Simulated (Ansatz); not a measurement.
`CSC1[SiH2][SiH2]1` and `NC1[SiH2][SiH2]1` differ in one atom or group.

Ansatz, PBE0-D4/def2-TZVP geometries, multiplicity 1. Each molecule was computed in one conformer, which needn't be the lowest.

```json
{"property": "LUMO energy (PBE0/def2-TZVPP) / eV", "`CSC1[SiH2][SiH2]1`": "-0.36"}
{"property": "HOMO–LUMO gap (B3LYP/def2-TZVPP) / eV", "`CSC1[SiH2][SiH2]1`": "5.39"}
{"property": "HOMO–LUMO gap (PBE/def2-TZVPP) / eV", "`CSC1[SiH2][SiH2]1`": "3.89"}
{"property": "size of the dipole moment (ωB97M-V/def2-TZVPP) / D", "`CSC1[SiH2][SiH2]1`": "1.27"}
{"property": "HOMO energy (ωB97M-V/def2-TZVPP) / eV", "`CSC1[SiH2][SiH2]1`": "-8.27"}
{"property": "size of the dipole moment (PBE/def2-TZVPP) / D", "`CSC1[SiH2][SiH2]1`": "1.24"}
```

Task: What does the change do to each property? (Estimate.)

Result: Computed: 
| property | `NC1[SiH2][SiH2]1` | shift |
| --- | --- | --- |
| LUMO energy (PBE0/def2-TZVPP) / eV | -0.17 | 0.19 |
| HOMO–LUMO gap (B3LYP/def2-TZVPP) / eV | 5.68 | 0.29 |
| HOMO–LUMO gap (PBE/def2-TZVPP) / eV | 4.12 | 0.23 |
| size of the dipole moment (ωB97M-V/def2-TZVPP) / D | 1.34 | 0.07 |
| HOMO energy (ωB97M-V/def2-TZVPP) / eV | -8.33 | -0.06 |
| size of the dipole moment (PBE/def2-TZVPP) / D | 1.48 | 0.24 |

With PBE0 the HOMO falls by 0.09 eV and the LUMO rises by 0.19 eV, so the gap widens by about 0.28 eV. PBE moves the HOMO by -0.03 eV and ωB97M-V by -0.06 eV. Dipoles are sizes alone; their direction can turn.

B3LYP here is the variant with VWN-RPA as its local correlation; programs differ in this.
